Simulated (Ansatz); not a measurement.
Reaction (formal exchange of groups at the Si–F bond): `[CH3][AlH][SiH2]F` + CH₄ → `[CH3][AlH][SiH2]C` + H–F

Computed with Ansatz on PBE0-D4/def2-TZVP structures; ΔE is electronic, products minus reactants. CBS: MP2 limit from def2 TZ/QZ plus the TZ coupled-cluster correction, frozen cores. This one scheme is used for every species. DFT in def2-TZVPP. B3LYP here is the variant with VWN-RPA as its local correlation; programs differ in this. HSE06 is defined as in plane-wave codes. One conformer a species, not always the lowest.

`[CH3][AlH][SiH2]F`:

Cartesian coordinates in Å:
```
C 1.527 1.111 0.383
Al 0.288 0.226 -0.835
Si -1.568 -1.152 0.041
F -1.548 -1.182 1.657
H 1.991 0.383 1.057
H 0.991 1.818 1.025
H 2.322 1.655 -0.132
H 0.418 0.359 -2.417
H -2.914 -0.646 -0.363
H -1.507 -2.573 -0.415
```

CH₄:

```xyz
5

C     0.000    0.000    0.000
H    -0.976    0.217   -0.434
H     0.510    0.934    0.234
H     0.596   -0.570   -0.713
H    -0.129   -0.582    0.912
```

`[CH3][AlH][SiH2]C`:

Z-matrix (Å, degrees):
```
C
Al 1 1.956
H 1 1.096 2 110.5
H 1 1.092 2 113.7 3 121.6
H 1 1.096 2 110.3 3 -117.0
Si 2 2.462 1 122.0 3 -122.8
H 2 1.595 1 118.2 3 57.2
C 6 1.886 2 114.1 1 -0.4
H 6 1.496 2 109.7 1 121.9
H 6 1.496 2 109.8 1 -122.8
H 8 1.092 6 110.8 2 -59.9
H 8 1.092 6 111.1 2 179.9
H 8 1.092 6 110.8 2 59.7
```

H–F:

Z-matrix (Å, degrees):
```
F
H 1 0.920
```

```json
{"level": "LDA (SPW92)", "ΔE (kcal/mol)": "28.3", "difference from CCSD(T)/CBS": "-2.2"}
{"level": "PBE-D4", "ΔE (kcal/mol)": "28.9", "difference from CCSD(T)/CBS": "-1.6"}
{"level": "revPBE-D4", "ΔE (kcal/mol)": "28.0", "difference from CCSD(T)/CBS": "-2.5"}
{"level": "BLYP-D4", "ΔE (kcal/mol)": "32.5", "difference from CCSD(T)/CBS": "2.0"}
{"level": "r2SCAN-D4", "ΔE (kcal/mol)": "31.8", "difference from CCSD(T)/CBS": "1.3"}
{"level": "B97M-V", "ΔE (kcal/mol)": "33.0", "difference from CCSD(T)/CBS": "2.5"}
{"level": "PBE0-D4", "ΔE (kcal/mol)": "28.9", "difference from CCSD(T)/CBS": "-1.6"}
{"level": "r2SCAN0-D4", "ΔE (kcal/mol)": "31.2", "difference from CCSD(T)/CBS": "0.7"}
{"level": "HSE06-D4", "ΔE (kcal/mol)": "28.9", "difference from CCSD(T)/CBS": "-1.6"}
{"level": "BHLYP-D4", "ΔE (kcal/mol)": "33.7", "difference from CCSD(T)/CBS": "3.2"}
{"level": "CAM-B3LYP-D4", "ΔE (kcal/mol)": "33.6", "difference from CCSD(T)/CBS": "3.1"}
{"level": "ωB97X-V", "ΔE (kcal/mol)": "31.8", "difference from CCSD(T)/CBS": "1.3"}
{"level": "ωB97M-V", "ΔE (kcal/mol)": "31.4", "difference from CCSD(T)/CBS": "0.9"}
{"level": "PBE-QIDH", "ΔE (kcal/mol)": "30.0", "difference from CCSD(T)/CBS": "-0.5"}
{"level": "PBE", "ΔE (kcal/mol)": "29.9", "difference from CCSD(T)/CBS": "-0.6"}
{"level": "revPBE", "ΔE (kcal/mol)": "30.3", "difference from CCSD(T)/CBS": "-0.2"}
{"level": "r2SCAN", "ΔE (kcal/mol)": "32.1", "difference from CCSD(T)/CBS": "1.6"}
{"level": "PBE0", "ΔE (kcal/mol)": "29.9", "difference from CCSD(T)/CBS": "-0.6"}
{"level": "B3LYP", "ΔE (kcal/mol)": "34.2", "difference from CCSD(T)/CBS": "3.7"}
{"level": "r2SCANh", "ΔE (kcal/mol)": "31.8", "difference from CCSD(T)/CBS": "1.3"}
{"level": "r2SCAN0", "ΔE (kcal/mol)": "31.5", "difference from CCSD(T)/CBS": "1.0"}
{"level": "HSE06", "ΔE (kcal/mol)": "29.8", "difference from CCSD(T)/CBS": "-0.7"}
{"level": "BHLYP", "ΔE (kcal/mol)": "35.0", "difference from CCSD(T)/CBS": "4.5"}
{"level": "CAM-B3LYP", "ΔE (kcal/mol)": "34.6", "difference from CCSD(T)/CBS": "4.1"}
{"level": "LC-ωPBE", "ΔE (kcal/mol)": "30.9", "difference from CCSD(T)/CBS": "0.4"}
{"level": "RPA@PBE/def2-TZVPP", "ΔE (kcal/mol)": "30.7", "difference from CCSD(T)/CBS": "0.2"}
{"level": "HF/def2-SVP", "ΔE (kcal/mol)": "33.8", "difference from CCSD(T)/CBS": "3.3"}
{"level": "MP2/def2-SVP", "ΔE (kcal/mol)": "29.7", "difference from CCSD(T)/CBS": "-0.8"}
{"level": "CCSD/def2-SVP", "ΔE (kcal/mol)": "30.1", "difference from CCSD(T)/CBS": "-0.4"}
{"level": "CCSD(T)/def2-SVP", "ΔE (kcal/mol)": "29.6", "difference from CCSD(T)/CBS": "-0.9"}
{"level": "HF/def2-TZVPP", "ΔE (kcal/mol)": "37.0", "difference from CCSD(T)/CBS": "6.5"}
{"level": "MP2/def2-TZVPP", "ΔE (kcal/mol)": "30.2", "difference from CCSD(T)/CBS": "-0.3"}
{"level": "SCS-MP2/def2-TZVPP", "ΔE (kcal/mol)": "32.0", "difference from CCSD(T)/CBS": "1.5"}
{"level": "CCSD/def2-TZVPP", "ΔE (kcal/mol)": "31.2", "difference from CCSD(T)/CBS": "0.7"}
{"level": "CCSD(T)/def2-TZVPP", "ΔE (kcal/mol)": "30.3", "difference from CCSD(T)/CBS": "-0.2"}
{"level": "HF/def2-QZVPP", "ΔE (kcal/mol)": "37.5", "difference from CCSD(T)/CBS": "7.0"}
{"level": "SCS-MP2/def2-QZVPP", "ΔE (kcal/mol)": "32.2", "difference from CCSD(T)/CBS": "1.7"}
{"level": "HF/CBS(def2)", "ΔE (kcal/mol)": "37.6", "difference from CCSD(T)/CBS": "7.1"}
{"level": "MP2/CBS(def2)", "ΔE (kcal/mol)": "30.4", "difference from CCSD(T)/CBS": "-0.1"}
{"level": "CCSD/CBS(def2)", "ΔE (kcal/mol)": "31.4", "difference from CCSD(T)/CBS": "0.9"}
{"level": "CCSD(T)/CBS", "ΔE (kcal/mol)": "30.5", "difference from CCSD(T)/CBS": "0"}
```

Largest T1 diagnostic among the species: 0.011.

At CCSD(T), def2-SVP lies −0.9 kcal/mol from the extrapolated value and def2-TZVPP −0.2 kcal/mol. The D4 term adds −1.6 kcal/mol with B3LYP and −0.9 kcal/mol with PBE0; it sums over pairs of atoms, weighted by their polarisabilities, and B3LYP, whose exchange is more repulsive, gets the larger term.
